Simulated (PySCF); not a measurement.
Identify the unknown among the candidates.

All candidates are C2H11NOSi2.

| technique | computed result |
| --- | --- |
| Polarisability | 94.9 au [CAM-B3LYP/def2-SVPD] |
| 13C NMR | chemical shifts (computed TMS as zero) by class: 53.7 (1 C), 20.1 (1 C) ppm [GIAO HF/pcSseg-1] |
| UV, first state | lowest singlet excitation: 6.51 eV (190 nm, f = 0.039) [TDDFT CAM-B3LYP/def2-SVPD] |
| Rotational structure | rotational constants A, B, C: 3.427, 1.154, 0.939 GHz [PBE0-D3(BJ)/def2-SVP] |
| Dipole | 2.19 D [CAM-B3LYP/def2-SVPD] |
| UV, strongest line | among the 10 lowest singlet transitions: S7 at 8.00 eV (155 nm, f = 0.240) [TDDFT CAM-B3LYP/def2-SVPD] |
| Triplet | lowest triplet excitation (Tamm–Dancoff): 5.99 eV [TDA CAM-B3LYP/def2-SVPD] |

Electronic properties: PySCF, gas phase, density fitting. Levels stand in brackets. The structure is a single PBE0-D3(BJ)/def2-SVP conformer in the gas phase; no vibrational or solvent corrections. NMR classes are plain means over equivalent atoms (diastereotopic ones count apart unless rotation or inversion swaps them), as if these changed places fast.

Question: Which candidate is it?
A. `CCO[SiH2]N[SiH3]`
B. `CCO[Si@@H](N)[SiH3]`
C. `CCO[SiH2][SiH2]N`

Answer: B. It is `CCO[Si@@H](N)[SiH3]`. Numbering: `[CH3:1][CH2:2][O:3][Si@@H:4]([NH2:5])[SiH3:6]`. Its formula, C2H11NOSi2, gives 0 degrees of unsaturation, so no ring and no π bond. 2 carbons fall into 2 classes; from least to most shielded: sp3 carbon bound to oxygen [C2] (53.7 ppm), methyl carbon [C1] (20.1 ppm). The optimised geometry has point group C1 and is an asymmetric top.

The others, at the same levels:
- `CCO[SiH2][SiH2]N` fails: its computed 13C shifts are 58.0 (1 C), 18.5 (1 C) ppm, lowest singlet excitation is 5.80 eV (214 nm, f = 0.007) (against 6.51 eV) and lowest triplet excitation (Tamm–Dancoff) is 5.38 eV (against 5.99 eV).
- `CCO[SiH2]N[SiH3]` fails: its computed static isotropic polarisability is 89.5 au (against 94.9 au), rotational constant A is 3.264 GHz (against 3.427 GHz) and dipole moment is 1.21 D (against 2.19 D).

Each candidate is one conformer, not necessarily the lowest. Dipoles, sizes and rotational constants follow the conformer. The torsions of the flexible species, by atom-mapped SMILES:
- `[CH3:1][CH2:2][O:3][Si@@H:4]([NH2:5])[SiH3:6]`: C1–C2–O3–Si4 -171°, C2–O3–Si4–N5 59°, H–N5–Si4–O3 67°, H–N5–Si4–O3 -92°
- `[CH3:1][CH2:2][O:3][SiH2:4][SiH2:5][NH2:6]`: C1–C2–O3–Si4 82°, C2–O3–Si4–Si5 171°, O3–Si4–Si5–N6 -174°, H–N6–Si5–Si4 -167°, H–N6–Si5–Si4 55°
- `[CH3:1][CH2:2][O:3][SiH2:4][NH:5][SiH3:6]`: C1–C2–O3–Si4 -177°, C2–O3–Si4–N5 176°, O3–Si4–N5–Si6 -3°
